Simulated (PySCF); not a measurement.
**Dipole response of Xe²⁺ (xenon, charge +2)**

[Kr] 4d10 5s2 5p3 5d1, high-spin 5D determinant (an excited configuration). All numbers are calculated (PySCF 2.14, a scalar-relativistic core potential, in aug-cc-pV5Z-PP with ECP28MDF (8s8p6d4f3g2h, 139 functions)). Coupled (time-dependent) response in atomic units; α is the mean over directions.

```csv
method,mean α (bohr³),"α xx, yy, zz",C₆ (like pair),S(−4)
UHF,24.61,"28.90, 28.90, 16.03",179.5,323.4
```

S(−4) is the Cauchy moment in α(ω) = α(0) + S(−4) ω² + …

Spin-orbit coupling is absent.

α(iu) at UHF:

| u (hartree) | α(iu) (bohr³) |
| --- | --- |
| 0 | 24.61 |
| 0.0500 | 23.85 |
| 0.100 | 22.03 |
| 0.200 | 17.87 |
| 0.300 | 14.49 |
| 0.500 | 9.902 |
| 0.750 | 6.577 |
| 1.00 | 4.659 |
| 1.50 | 2.721 |
| 2.00 | 1.829 |
| 3.00 | 1.040 |
| 5.00 | 0.4972 |

A single London oscillator, α(iu) = α/(1 + u²/ω²), gives C₆ = (3/4) ω α². Matching the computed C₆ needs ω = 4 × 179.5 / (3 × 24.61²) = 0.395 hartree.

For an ion, C₆ is the dispersion term alone; charge-induced terms of lower order in 1/R come first.

The components differ because the open shell of this determinant is not spherical; for a pure term their mean is the scalar polarisability.

Energies and moments cover only the electrons outside the core potential. The outer electron is Rydberg-like, and this basis confines it to a smaller radius and binds it less than a complete one would.
